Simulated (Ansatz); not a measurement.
Ligands exchanged one at a time, B Br-H. Isolated molecules, 0 K electronic values unless said otherwise. Strings in code marks are SMILES.

Quantity: vertical ionisation energy (energy after one electron is removed minus that of the parent at the parent's geometry), in eV.

A: `BrBBr`
B: `BBr`
C: `B`

Q: Put the candidates in order of vertical ionisation energy (energy after one electron is removed minus that of the parent at the parent's geometry), lowest first, for frozen-core CCSD(T)/cc-pVTZ // PBE0-D4/def2-TZVP (Ansatz, an electronic-structure program).

A: B (10.86 eV), A (10.97 eV), C (13.26 eV)
